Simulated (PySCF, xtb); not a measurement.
Sb(Cl)(SiH3)2 (ClH6SbSi2), SMILES [SiH3][Sb]([SiH3])[Cl].

Harmonic wavenumbers (cm⁻¹) from GFN2-xTB run with xtb 6.7.1 at its own minimum, in rising order: 51, 59, 80, 82, 93, 278, 287, 302, 384, 391, 399, 413, 723, 756, 782, 792, 793, 804, 2243, 2255, 2264, 2272, 2274, 2280.

**Question.** What does PBE-D3(BJ)/def2-SVP (PySCF 2.14.0) give at its own minimum? (An estimate is asked for; the answer gives what the named calculation found.)

**Answer.** 70, 79, 93, 101, 129, 290, 293, 337, 452, 478, 483, 518, 799, 835, 892, 896, 898, 901, 2140, 2143, 2168, 2169, 2178, 2182. Paired by order, the mean absolute difference is 70 cm⁻¹ and the zero-point energies are 30.1 and 30.8 kcal/mol.
